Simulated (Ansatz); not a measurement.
Start from `CS[Si](O)(O)F` and change one atom or group to get `O[Si](O)(F)N[SiH2]Cl`.

Ansatz, PBE0-D4/def2-TZVP geometries, multiplicity 1. Each molecule was computed in one conformer, which needn't be the lowest.

```tsv
property	`CS[Si](O)(O)F`
size of the dipole moment (B3LYP/def2-TZVPP) / D	1.01
HOMO energy (PBE0/def2-TZVPP) / eV	-7.20
HOMO–LUMO gap (PBE0/def2-TZVPP) / eV	7.54
size of the dipole moment (ωB97M-V/def2-TZVPP) / D	1.03
LUMO energy (PBE0/def2-TZVPP) / eV	0.34
LUMO energy (ωB97M-V/def2-TZVPP) / eV	2.00
```

(1) What does the change do to each property? (Estimate.)

## Answers

(1) Computed: 
```
                                          property  `O[Si](O)(F)N[SiH2]Cl`  shift
  size of the dipole moment (B3LYP/def2-TZVPP) / D                    1.80   0.79
                HOMO energy (PBE0/def2-TZVPP) / eV                   -8.42  -1.22
              HOMO–LUMO gap (PBE0/def2-TZVPP) / eV                    8.62   1.08
size of the dipole moment (ωB97M-V/def2-TZVPP) / D                    1.80   0.77
                LUMO energy (PBE0/def2-TZVPP) / eV                    0.20  -0.14
             LUMO energy (ωB97M-V/def2-TZVPP) / eV                    1.73  -0.27
```

With PBE0 the HOMO falls by 1.22 eV and the LUMO falls by 0.14 eV, so the gap widens by about 1.08 eV. PBE moves the HOMO by -1.02 eV and ωB97M-V by -1.32 eV. Dipoles are sizes alone; their direction can turn.

Positive LUMOs are unbound, so they and the gaps depend on the basis.

B3LYP here is the variant with VWN-RPA as its local correlation; programs differ in this.
